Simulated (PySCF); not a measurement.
Method: PBE-D3(BJ)/def2-TZVP (PySCF 2.14.0). Gas-phase values, no solvent. Excitations are Tamm–Dancoff values on a coarser integration grid. The basis has no diffuse functions, so Rydberg states are missing or too high.

Reference species (SMILES): `[SiH3][Al]([SiH3])[Cl]` (neutral, multiplicity 1).

```yaml
HOMO–LUMO gap: 3.28 eV
S1–T1 gap (TDA): 0.53 eV
T1 excitation (TDA): 2.97 eV
S1 oscillator strength: 0.000
```

Changed species: `[SiH3][Al]([SiH3])[SiH3]` (3 of 3 Cl replaced by SiH3; the reference has 2 of 3 Cl replaced by SiH3).

### Question
What does the change do to the HOMO–LUMO gap, S1–T1 gap (TDA), T1 excitation (TDA) and S1 oscillator strength?

### Answer
the HOMO–LUMO gap falls by 0.32 eV, to 2.96 eV; the S1–T1 gap (TDA) falls by 0.02 eV, to 0.51 eV; the T1 excitation (TDA) decreases by 0.32 eV, to 2.65 eV; the S1 oscillator strength hardly moves.
